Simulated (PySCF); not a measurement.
# Functional benchmark on one molecule

Molecule: `Cl[Si](Cl)(Cl)Cl`, Cl4Si.

Bonds (- single, = double, # triple, : aromatic): Cl1-Si2 2.034 Å, Si2-Cl3 2.034 Å, Si2-Cl4 2.034 Å, Si2-Cl5 2.034 Å.

Geometry PBE0-D3(BJ)/def2-SVP throughout; GIAO in PySCF, gas phase, one conformer, non-relativistic; equivalent atoms averaged; basis pcSseg-2.

Reference values (measured; Pure Appl. Chem., pac-2019-0202, supplement (literature 29Si shifts of SiX4)): δ(Si2) = -20.0 ppm vs TMS. Computed shifts are taken against TMS, calculated as an isolated molecule at each level.

Q: How do the functionals HF, LDA, PBE, BLYP, BP86, OPBE, KT2, KT3, B97-D, B3LYP, PBE0, mPW1PW91, WP04, B97-2, BHandHLYP, CAM-B3LYP, wB97X-D, LC-wPBE perform against the reference? Times are CPU seconds on shared hosts with different chips, so compare them loosely.

A: 
```tsv
functional	kind	Si2	abs. error Si	core-s
HF	Hartree–Fock	1.5	21.5	11
LDA	LDA	12.6	32.6	15
PBE	GGA	7.7	27.7	20
BLYP	GGA	7.3	27.3	19
BP86	GGA	8.0	28.0	19
OPBE	GGA	3.4	23.4	20
KT2	GGA	7.4	27.4	20
KT3	GGA	3.1	23.1	20
B97-D	GGA	3.9	23.9	19
B3LYP	global hybrid	9.3	29.3	19
PBE0	global hybrid	9.7	29.7	19
mPW1PW91	global hybrid	9.7	29.7	19
WP04	global hybrid	4.8	24.8	17
B97-2	global hybrid	6.8	26.8	12
BHandHLYP	global hybrid	8.4	28.4	17
CAM-B3LYP	range-separated hybrid	13.1	33.1	23
wB97X-D	range-separated hybrid	12.7	32.7	23
LC-wPBE	range-separated hybrid	16.2	36.2	27
```

For 29Si the closest is HF (21.5 ppm) and the furthest LC-wPBE (36.2 ppm). One molecule is a small sample, and vibrational and solvent effects are absent from the calculation.
